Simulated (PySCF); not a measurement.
ClCs, singlet, at a GFN2-xTB geometry (such geometries of metal compounds can be far from the true shape) (core potentials on Cs). Base run: PBE0/def2-SV(P) run with PySCF.

The PySCF input:
```python
from pyscf import gto, scf, dft

mol = gto.M(
    atom='''
Cs   -0.000000   -0.000000   -0.680243
Cl    0.000000    0.000000    2.200785
''',
    basis='def2-sv(p)',
    ecp={'Cs': 'def2-sv(p)'},
    charge=0,
    spin=0,
    verbose=5,
)

mf = dft.RKS(mol)
mf.xc = 'pbe0'
mf.kernel()
```

The base run was repeated with changes; each row names its change, and settings that it needs were set with it.

| change | basis functions | E (Eh) | HOMO (eV) | HOMO-LUMO gap (eV) | dipole (D) |
|---|---|---|---|---|---|
| base | 42 | -480.13528 | -5.73 | 4.57 | 9.65 |
| basis = jorge-DZP-DKH; relativity = none (without ecp={'Cs': 'def2-sv(p)'}) | 65 | -7904.58654 | -5.26 | 4.07 | 12.63 |
| basis = ANO-RCC-VDZP; relativity = spin-free X2C; nucleus = Gaussian (with nucmod='G'; without ecp={'Cs': 'def2-sv(p)'}) | 65 | -8247.06550 | -5.91 | 4.62 | 10.74 |
| basis = x2c-TZVPall; relativity = none (without ecp={'Cs': 'def2-sv(p)'}) | 106 | -7916.14670 | -6.14 | 5.22 | 9.66 |
| basis = x2c-TZVPall; relativity = spin-free X2C (without ecp={'Cs': 'def2-sv(p)'}) | 106 | -8247.59523 | -6.05 | 4.97 | 9.83 |
| basis = jorge-DZP-DKH; relativity = spin-free X2C; nucleus = Gaussian (with nucmod='G'; without ecp={'Cs': 'def2-sv(p)'}) | 65 | -8244.98098 | -5.35 | 3.95 | 12.28 |
| basis = x2c-TZVPall; relativity = spin-free X2C; nucleus = Gaussian (with nucmod='G'; without ecp={'Cs': 'def2-sv(p)'}) | 106 | -8247.33189 | -6.05 | 4.97 | 9.83 |
| basis = jorge-DZP-DKH; relativity = spin-free X2C (without ecp={'Cs': 'def2-sv(p)'}) | 65 | -8245.23698 | -5.35 | 3.95 | 12.28 |
| basis = ANO-RCC-VDZP; relativity = none (without ecp={'Cs': 'def2-sv(p)'}) | 65 | -7710.12088 | -6.00 | 4.94 | 10.87 |
| basis = ANO-RCC-VDZP; relativity = spin-free X2C (without ecp={'Cs': 'def2-sv(p)'}) | 65 | -8247.37175 | -5.91 | 4.62 | 10.74 |

Totals shift with the method and basis; they matter in differences.

Basis sets contracted for a relativistic Hamiltonian are a mismatch without it, so the rows without relativity aren't non-relativistic limits. No row has spin-orbit coupling; sets with core potentials leave out the core electrons.
